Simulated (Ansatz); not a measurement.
Molecule: dichloro(dimethyl)silane, C2H6Cl2Si, net charge 0, singlet state. 
Coordinates optimised at B3LYP-D3(BJ)/def2-TZVP (Ansatz, an electronic-structure program):
```xyz
11

Si    -0.0199    -0.3173    -0.1053
Cl     0.0323     1.3658    -1.3087
Cl     0.0730     0.3104     1.8648
C     -1.6351    -1.1886    -0.3743
C      1.4755    -1.3526    -0.4688
H     -2.4718    -0.5287    -0.1441
H     -1.7231    -1.5087    -1.4144
H     -1.7015    -2.0684     0.2687
H      1.4664    -1.6768    -1.5113
H      1.4880    -2.2366     0.1719
H      2.3893    -0.7850    -0.2917
```
Charge 0, spin multiplicity 1.

Property: atomisation energy (electronic, to ground-state atoms), in kcal/mol. Correlated levels leave the core frozen unless marked. Open shells are spin-unrestricted. No spin-orbit coupling. No relativistic terms. The coupled-cluster limit lacks core correlation, which all-electron functionals hold. CBS(X,Y): correlation extrapolated as X^-3; Hartree-Fock from the larger set. The bracket is a focal-point correction in the basis named.

```
level           program  atomisation energy (kcal/mol)
--------------  -------  -----------------------------
HF/6-31G*        Ansatz                          732.2
HF/cc-pV(Q+d)Z   Ansatz                          744.6
```

Problem. What does RI-MP2/CBS(cc-pV(T+d)Z,cc-pV(Q+d)Z)+[CCSD(T)-MP2]/cc-pV(T+d)Z (Ansatz) give?

Solution. 972.4 kcal/mol, so HF/cc-pV(Q+d)Z differs from it by -227.8 kcal/mol.
